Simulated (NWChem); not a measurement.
System: CH$_{4}$GeO; SMILES [GeH3][CH]=O

```xyz
7

O     -0.3319    -2.1513     0.0000
C      0.4780    -1.2508     0.0000
Ge    -0.0423     0.7056     0.0000
H      1.5953    -1.4695     0.0000
H      0.5606     1.3864     1.2589
H     -1.5829     0.8307    -0.0038
H      0.5671     1.3887    -1.2545
```
Atoms are numbered in this order, from 1.

The geometry was optimised at PBE-D3(BJ)/def2-SVP.

Q: List the 6 lowest vertical singlet excitations from B3LYP/aug-cc-pVDZ, full TDDFT (NWChem).

A: 
```csv
state,energy (eV),oscillator strength,leading excitation (squared amplitude)
S1,3.30,0.001,HOMO → LUMO (0.99)
S2,5.69,0.021,HOMO → LUMO+1 (0.84)
S3,6.02,0.148,HOMO → LUMO+2 (0.78)
S4,6.31,0.006,HOMO → LUMO+3 (0.86)
S5,6.68,0.026,HOMO → LUMO+4 (0.81)
S6,6.70,0.000,HOMO → LUMO+5 (0.79)
```
